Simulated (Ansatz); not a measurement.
Several settings on one geometry of `CC(C)(C)C#CC#CC#CC(C)(C)C` (that of the charge 0 singlet, PBE-D4/def2-SVP). Ansatz on 4 threads of Arm Neoverse V2 on a shared host; times are rough.

```xyz
32

C     5.1055    0.2352    1.7295
C     4.6679   -0.2352    0.3206
C     5.1217   -1.6981    0.0929
C     5.2975    0.6819   -0.7567
C     3.2058   -0.1627    0.2205
C     1.9726   -0.1018    0.1348
C     0.6206   -0.0330    0.0419
C    -0.6205    0.0315   -0.0438
C    -1.9726    0.0995   -0.1366
C    -3.2058    0.1609   -0.2212
C    -4.6679    0.2350   -0.3205
C    -5.0552    1.3912   -1.2750
C    -5.2089   -1.1055   -0.8757
C    -5.2606    0.4965    1.0859
H     4.6635   -0.4056    2.5178
H     6.2105    0.1847    1.8169
H     4.7882    1.2801    1.9162
H     6.2269   -1.7651    0.1662
H     4.6802   -2.3740    0.8515
H     4.8161   -2.0578   -0.9093
H     4.9951    0.3653   -1.7744
H     6.4041    0.6354   -0.6906
H     4.9833    1.7348   -0.6153
H    -4.6748    2.3615   -0.8991
H    -4.6387    1.2266   -2.2884
H    -6.1597    1.4572   -1.3577
H    -4.7947   -1.3155   -1.8815
H    -6.3147   -1.0610   -0.9556
H    -4.9410   -1.9490   -0.2093
H    -6.3669    0.5541    1.0235
H    -4.9927   -0.3177    1.7879
H    -4.8846    1.4508    1.5047
```

Totals from different functionals, basis sets or treatments of relativity can't be compared as stabilities.

The 6-31G sets use Cartesian d functions.

Q: Give the basis size and estimate the energy, ⟨S²⟩, dipole and time of these runs.

```json
{"run": "1", "method": "RHF/def2-mTZVP", "charge": "0", "state": "singlet", "further keys": "scf: {omitted_lower_state_checks: [starts]}; forces asked"}
{"run": "2", "method": "UKS r2SCAN50/6-31G*", "charge": "0", "state": "singlet", "further keys": "point_charges: [{charge: 0.50, position_ang: [10.470, -0.850, 0.519]}]; scf: {lower_state_search: off}; forces asked"}
{"run": "3", "method": "RKS BLYP/def2-mTZVPP", "charge": "0", "state": "singlet", "further keys": "final_grid: {core_spheres: 5, valence_spheres: 4, degree: 11}; point_charges: [{charge: 1.00, position_ang: [10.586, -0.319, 0.188]}]; scf: {omitted_lower_state_checks: [starts]}"}
```

A: 
| run | functions | energy (Eh) | ⟨S²⟩ | dipole (D) | wall time |
| --- | --- | --- | --- | --- | --- |
| 1 | 320 | -540.5969 | – | 0.00 | 12 s |
| 2 | 246 | -543.7172 | 0.00 | 1.61 | 21 s |
| 3 | 356 | -544.0817 | – | – | 3.6 s |
